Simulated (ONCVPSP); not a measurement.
**chromium (Cr): one change to an ONCV potential, before and after**

ONCVPSP 4.0.1 input, shortened (lines: element, Z, core and valence counts, functional; n l f; lmax; l rc ep ncon nbas qcut; lloc lpopt rc5 dvloc0; l nproj debl; icmod fcfact rcfact), PBE, fully relativistic:

```
  Cr 24.00    3    3        4      upf
    1    0    2.00
    2    0    2.00
    2    1    6.00
    3    0    2.00
    3    1    6.00
    3    2    3.00
    2
    0    0.85    0.00    4    7    7.60
    1    1.30    0.00    4    9   12.90
    2    1.30    0.00    5    9   10.40
    4    5    0.65    2.00
    0    2    1.20
    1    2    1.00
    2    3    0.60
    0    0.00    0.00
```

Open shells are filled in proportion to 2j + 1.

In the s channel the program set the typed energies aside and used -4.141, 0.250 Ha. In the p channel the program set the typed energies aside and used -3.064, 0.250 Ha (j = l + 1/2; the other j can differ). In the d channel the program set the typed energies aside and used -1.436, 0.250, 0.850 Ha (j = l + 1/2; the other j can differ).

All-electron outer shells of the reference configuration (PBE, scalar-relativistic, ld1.x):

```json
{"shell": "3s", "level (eV)": "-112.71", "outermost node (bohr)": "0.36", "outermost maximum (bohr)": "0.78"}
{"shell": "3p", "level (eV)": "-83.74", "outermost node (bohr)": "0.33", "outermost maximum (bohr)": "0.79"}
{"shell": "3d", "level (eV)": "-39.12", "outermost node (bohr)": "–", "outermost maximum (bohr)": "0.80"}
```

Change: all radii scaled by about 1.08 (s 0.92, p 1.40, d 1.40 bohr); local potential polynomial inside 0.70 bohr (lpopt 5, dvloc0 2 Ha).

Cutoffs: the cutoffs (Ha) at which the residual kinetic energy of the hardest occupied pseudo-wave falls to 1 and 0.1 mHa per electron; they do not see the model core or the augmentation charge, which bear on the density cutoff. Errors are all-electron minus pseudo energies relative to the spin-unpolarised reference configuration.

Problem. Predict the effect on cutoff, ghosts and configuration errors.

Solution. The potential gets softer (143 Ha and 173 Ha → 124 Ha and 150 Ha); both files keep a bound ghost (d); of the 4 tests that both files solve, the error grows in 3 and shrinks in 0 by more than 15 % and 0.3 meV (median size 28.8 → 33.1 meV). A larger radius leaves more room for a smooth pseudo-wave, so fewer plane waves are needed. More of the atom is replaced by a form fitted at one configuration, so other configurations suffer.

```tsv
quantity	base	changed
cutoff, loose	143 Ha	124 Ha
cutoff, tight	173 Ha	150 Ha
loose cutoff by channel	s 143 Ha, p 26 Ha, d 51 Ha	s 124 Ha, p 28 Ha, d 47 Ha
bound ghosts	d5/2, d3/2	d5/2, d3/2
GHOST(+) flags under 300 eV	none	none
error for 3s2 3p6 3d5 4s1, meV [ΔE -53.70 eV]	+25	+34
error for 3s2 3p6 3d5, meV [ΔE -46.80 eV]	+36	+48
error for 3s2 3p6 3d4, meV [ΔE -30.75 eV]	+18	+24
error for 3s1 3p6 3d5 4s1, meV [ΔE 26.55 eV]	+33	+32
```

 A true bound ghost makes a file unfit for plane-wave use even where its test errors are small: the radial tests pick states by their node count and pass the ghost by.
